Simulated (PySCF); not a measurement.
A series of substituents X on one scaffold: SiH2Cl-X. All species are isolated molecules in the gas phase. One relaxed conformer stands for each flexible species; it need not be the lowest. Strings in code marks are SMILES.

The four lowest singlet excitations (Tamm–Dancoff). All values below come from PBE-D3(BJ)/def2-TZVP // PBE0-D4/def2-TZVP in PySCF 2.14.0. Excitations are Tamm–Dancoff values on a coarser integration grid. The basis has no diffuse functions, so Rydberg states are missing or too high.

```csv
state,energy (eV),wavelength (nm),oscillator strength
S1,6.38,194,0.029
S2,6.89,180,0.000
S3,7.24,171,0.031
S4,7.50,165,0.091
```

**Question.** Identify which member gives these states.
A) `C=C[SiH2]Cl` (C–C–Si–Cl torsion 119°)
B) `N[SiH2]Cl`
C) `Cl[SiH2][GeH3]`
D) `S[SiH2]Cl` (H–S–Si–Cl torsion 70°)

**Answer.** B, `N[SiH2]Cl`
